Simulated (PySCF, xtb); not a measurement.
C3H5BO2, SMILES OB1COC=C1.

GFN2-xTB (xtb) at its own geometry gives an orbital gap of 4.08 eV and a dipole moment of 2.00 D.

The structure is a stationary point at B3LYP-D3(BJ)/def2-SVP. The structure was generated by enumeration, and PubChem lists no compound with its InChIKey, so it may never have been made. Other conformers were not sampled.

### Question
What does M06-2X/def2-TZVP in PySCF give? (An estimate is asked for; the answer gives what the named calculation found.)

### Answer
gap 8.50 eV (levels -8.07 and 0.43 eV), dipole 1.43 D.
